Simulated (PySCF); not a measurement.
C6H15GaS.
Cartesian coordinates in Å at the PBE0-D3(BJ)/def2-SVP level; atoms count from 1:
```
atom  x, y, z in Å
C1     3.6997   -0.2004    0.0949
S2     2.1599   -1.1785    0.0953
Ga3    0.5539    0.3416    0.1187
C4     1.0671    2.2421    0.1500
C5    -1.2705   -0.4599    0.0116
C6    -1.3232   -1.7317    0.8575
C7    -1.5194   -0.8103   -1.4585
C8    -2.3177    0.5419    0.4935
H9     4.4497   -0.7487   -0.4918
H10    3.5611    0.7909   -0.3565
H11    4.0775   -0.0784    1.1198
H12    1.4610    2.5422   -0.8348
H13    0.2046    2.8843    0.3811
H14    1.8555    2.4280    0.8948
H15   -2.3118   -2.2201    0.7605
H16   -0.5617   -2.4654    0.5480
H17   -1.1654   -1.5255    1.9286
H18   -0.7817   -1.5344   -1.8403
H19   -2.5209   -1.2662   -1.5809
H20   -1.4895    0.0773   -2.1130
H21   -3.3344    0.1123    0.4102
H22   -2.3086    1.4711   -0.0996
H23   -2.1707    0.8208    1.5500
```

Computed, not measured: PBE0-D3(BJ)/def2-SVP geometry optimisation, gas phase in PySCF.

Task: Which atoms are bound to Ga3, and at what distances?

Result: 3 atoms: C4 1.969 Å, C5 1.996 Å, S2 2.211 Å. The nearest atom not counted as bound is H12, at 2.56 Å.

Task: List the angles at Ga3.

Result: 
| angle | degrees | distance of the outer atoms (Å) |
| --- | --- | --- |
| C4–Ga3–C5 | 128.8 | 3.58 |
| S2–Ga3–C4 | 118.3 | 3.59 |
| S2–Ga3–C5 | 112.8 | 3.51 |

Task: What is the shape at Ga3?

Result: Planar: angles 128.8°, 118.3° and 112.8°, sum 359.9°, 0.03 Å off the plane of its three neighbours. The Ga–C distances aren't all alike: 1.969 to 1.996 Å.

Task: What are the other bond lengths?

Result: C1–S2 1.824 Å; C5–C6, C5–C7, C5–C8 1.529 Å; C1–H9, C1–H10, C1–H11 1.099 Å; C4–H12, C4–H13, C4–H14 1.101 Å; C6–H15 and 8 like bonds 1.104 Å.

Task: Give some angles away from the centre.

Result: C1–S2–Ga3 104.1°, Ga3–C5–C6 109.6°, Ga3–C5–C7 107.0°, C6–C5–C7 109.6°.

Task: What are the rotational constants (commonest isotopes, rigid rotor)?

Result: A = 1927, B = 852.1, C = 684.5 MHz: an asymmetric top.

Point group: C1 (no symmetry element, even within 0.4 Å). Charge 0, singlet. Whether it is a minimum is left open (no frequencies).

One conformer stands for the species.
